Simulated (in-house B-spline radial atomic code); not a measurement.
A fraction x of an electron is removed from 5s in Rb, starting from [Kr] 5s1 and keeping the highest spin. Level of theory: scalar-relativistic (X2C) BP86, spin-polarised, spherical fractional occupations, Fermi nucleus of rms radius 4.2036 fm; calculated with a B-spline radial code for spherical atoms.

```tsv
x	E(x) - E(0) (eV)	5s up level (eV)
0	0.0000	-2.566
0.08	0.2169	-2.857
0.17	0.4889	-3.188
0.27	0.8261	-3.557
0.49	1.6975	-4.362
0.5	1.7414	-4.398
0.59	2.1516	-4.717
0.75	2.9494	-5.244
0.84	3.4332	-5.499
0.94	3.9947	-5.719
1	4.3420	-
```

The exact functional would give a straight line between the two integer points. Deviations E(x) - E(0) - x[E(1) - E(0)], in eV: -0.13 at x = 0.08, -0.249 at x = 0.17, -0.346 at x = 0.27, -0.43 at x = 0.49, -0.43 at x = 0.5, -0.41 at x = 0.59, -0.307 at x = 0.75, -0.214 at x = 0.84, -0.087 at x = 0.94.

The curve lies below the straight line by up to 0.43 eV (at x = 0.49): convex, the delocalisation error that favours fractional charges.

(1) How well does Slater's transition state (minus the level at half occupation) give the ionisation energy?

## Answers

(1) It gives 4.398 eV against 4.342 eV from the two total energies; NIST lists 4.18 eV, ground level to ground level.
